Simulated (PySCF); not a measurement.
BFO. Atoms are numbered in the order given.

```xyz
3

F      0.0000     0.0000     1.1962
B      0.0000     0.0000    -0.0860
O      0.0000     0.0000    -1.2920
```
Charge 0, spin multiplicity 1.

The structure is a stationary point at PBE0-D3(BJ)/def2-TZVP.

Method: TDA-B3LYP/def2-TZVPD in PySCF.

Vertical excitations; the highest root listed may be one member of a degenerate set. Isolated molecule, no solvent. State labels are in the subgroup C2v.

Computed excitation energies, oscillator strengths and character:
```csv
state,symmetry,energy (eV),λ (nm),f,main pairs
S1,B1,7.72,161,0.050,HOMO−1→LUMO (degenerate set)
S2,B2,7.72,161,0.050,HOMO→LUMO (degenerate set)
S3,A2,9.02,137,0.000,"HOMO−1→LUMO+2 47 %, HOMO→LUMO+1 47 %"
S4,A1,9.19,135,0.000,"HOMO→LUMO+2, HOMO−1→LUMO+1 (degenerate set)"
S5,A2,9.19,135,0.000,"HOMO→LUMO+1, HOMO−1→LUMO+2 (degenerate set)"
S6,A1,9.53,130,0.014,HOMO−2→LUMO 93 %
S7,B1,10.47,118,0.030,HOMO−1→LUMO+3 (degenerate set)
S8,B2,10.47,118,0.030,HOMO→LUMO+3 (degenerate set)
S9,B1,10.90,114,0.003,HOMO−1→LUMO+4 (degenerate set)
S10,B2,10.90,114,0.003,HOMO→LUMO+4 (degenerate set)
T1,B1,7.29,170,0,HOMO−1→LUMO (degenerate set)
T2,B2,7.29,170,0,HOMO→LUMO (degenerate set)
T3,A1,7.89,157,0,"HOMO−1→LUMO+1 43 %, HOMO→LUMO+2 43 %"
T4,A1,8.36,148,0,"HOMO→LUMO+2 45 %, HOMO−1→LUMO+1 45 %"
```
Triplets are in the Tamm–Dancoff approximation.
